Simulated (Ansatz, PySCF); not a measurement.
Gas-phase reaction (SMILES): CCC[Si](O)(O)O + 6 [H][H] (H2) → 3 C (CH4) + 3 O (H2O) + [SiH4] (SiH4); energy of full hydrogenation.

Geometries: B3LYP-D3(BJ)/def2-TZVP minima from Ansatz (a quantum-chemistry and plane-wave program), one conformer each, not searched for the lowest. Cores are frozen in the correlated levels unless marked. No spin-orbit coupling. No relativistic terms. CBS marks a two-point X^-3 extrapolation of the correlation energy; Hartree-Fock from the larger set. [CCSD(T)-MP2]/basis is that difference in the basis named. Thermal terms are rigid-rotor harmonic-oscillator values from B3LYP-D3(BJ) frequencies (Ansatz or PySCF) at 298.15 K and 1 atm. 1 Eh = 627.5095 kcal/mol.

```
species         E, RI-MP2/CBS(aug-cc-pV(T+d)Z,aug-cc-pV(Q+d)Z)+[CCSD(T)-MP2]/aug-cc-pV(T+d)Z (Ansatz) (Eh)  E, PBE/def2-TZVPD (Ansatz) (Eh)  H - E (Eh)
--------------  ------------------------------------------------------------------------------------------  -------------------------------  ----------
CCC[Si](O)(O)O                                                                                  -634.96415                       -635.27724     0.14830
[H][H] (H2)                                                                                       -1.17524                         -1.16589     0.01336
C (CH4)                                                                                          -40.46129                        -40.46301     0.04840
O (H2O)                                                                                          -76.37791                        -76.38111     0.02495
[SiH4] (SiH4)                                                                                   -291.46108                       -291.72111     0.03520
```

**Question.** Work out ΔE and ΔH at 298.15 K at the first level, then ΔH at the second.

**Answer.** 
1. ΔE = [3×(-40.46129) + 3×(-76.37791) + (-291.46108)] - [(-634.96415) + 6×(-1.17524)] = 0.03691 Eh = 23.2 kcal/mol at RI-MP2/CBS(aug-cc-pV(T+d)Z,aug-cc-pV(Q+d)Z)+[CCSD(T)-MP2]/aug-cc-pV(T+d)Z.
2. The terms H - E add up to 0.02679 Eh, so ΔH = (0.03691 + (0.02679))×627.5095 = 40.0 kcal/mol.
3. At PBE/def2-TZVPD the same steps give ΔE = 12.0 and ΔH = 28.8 kcal/mol, a shift of -11.2 from the first level.
4. These values are not checked against measurement here, since the tables used lack a sound gas-phase enthalpy of formation for at least one species.
